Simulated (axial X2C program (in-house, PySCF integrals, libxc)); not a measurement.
RuSi⁺: bond constants with and without spin–orbit coupling

Computed with an in-house all-electron X2C program for linear molecules (integrals from PySCF). Spin-free means the one-electron spin-free X2C Hamiltonian; two-component (2c) means X2C with spin–orbit coupling and atomic mean-field two-electron Coulomb and Gaunt terms, so the difference of the two also holds small scalar two-electron terms. Basis: Ru dyall-v3z [12s12p8d3f2g], Si dyall-v3z [8s7p2d1f] (cores contracted in-house); Gaussian nuclei, density fitting, unrestricted open shells. Masses: Ru 101.904 u, Si 27.977 u.

State, spin-free: M_S = 3/2, Λ = 0 (beyond evenly filled blocks: σα, δ+α, δ-α); electrons by block: σα: 14, σβ: 13, π+α: 6, π+β: 6, π-α: 6, π-β: 6, δ+α: 2, δ+β: 1, δ-α: 2, δ-β: 1. Fragments: Ru+ + Si.

State, 2c: Ω = 5/2 (⟨Sz⟩ = 0.50, ⟨Lz⟩ = 2.00 at PBE0); electrons by block: 1/2: 19, -1/2: 19, 3/2: 8, -3/2: 8, 5/2: 2, -5/2: 1. Fragments: Ru+ + Si.

| Hamiltonian | level | Re (Å) | ωe (cm⁻¹) | Be (cm⁻¹) | αe (cm⁻¹) | De (eV) | k (mdyn/Å) | μ (D) |
| --- | --- | --- | --- | --- | --- | --- | --- | --- |
| spin-free | PBE0 | 2.141 | 451.0 | 0.1676 | 0.000933 | 3.93 | 2.63 | 1.14 |
| spin-free | B3LYP | 2.153 | 441.1 | 0.1656 | 0.000932 | 4.02 | 2.52 | 1.43 |
| spin-free | LDA | 2.121 | 482.5 | 0.1707 | 0.0008 | 5.82 | 3.01 | 1.60 |
| 2c | PBE0 | 2.062 | 503.5 | 0.1805 | 0.00104 | n/a | 3.28 | 1.08 |
| 2c | B3LYP | 2.073 | 504.0 | 0.1786 | 0.000944 | n/a | 3.28 | 1.26 |
| 2c | LDA | 2.052 | 540.9 | 0.1824 | 0.000786 | n/a | 3.78 | 1.27 |

Dipoles are positive if Si is the positive end and refer to the centre of mass.

One determinant describes the state; a PBE0 search over occupations chose it and may have missed a lower one. De is counted from the lowest determinant-based energies of the atoms at the same level, without counterpoise correction. De is not given where an atomic determinant may have missed its ground term or J level, or where the truncated virtual space spoils (T). Density functionals use the spin component along the axis (collinear). Other states lie close and PBE0, whose exact exchange favours high spin, may order them wrongly; the determinant shown need not be the ground state. The nearest other spin-free determinant of the search, M_S = 1/2, Λ = 2, lies 0.002 eV up at the distance of the search. The functionals have no current-density term, which raises determinants with orbital currents, atoms included. At some level and bond length an empty orbital lies below a filled one. The determinant is spin-polarised beyond a pure state at some levels (its spin-free form has ⟨S²⟩ too high), which makes Re and μ there less reliable.

The spin-free and the 2c determinant differ in configuration, so the two halves of the table describe two states.

No reliable constants came from HF (2c), HF (spin-free), MP2 (2c), MP2 (spin-free): no minimum in range, unconverged points, a curve that is not smooth, a change of character along it, or the two Hamiltonians disagreeing along it.

Rough cost a point (2c) on 1 thread(s) of a shared host, integrals apart: PBE0 1.3 s, B3LYP 1.4 s, LDA 0.5 s.

The search began far from the minimum on purpose and may have settled on another determinant than a sound start.
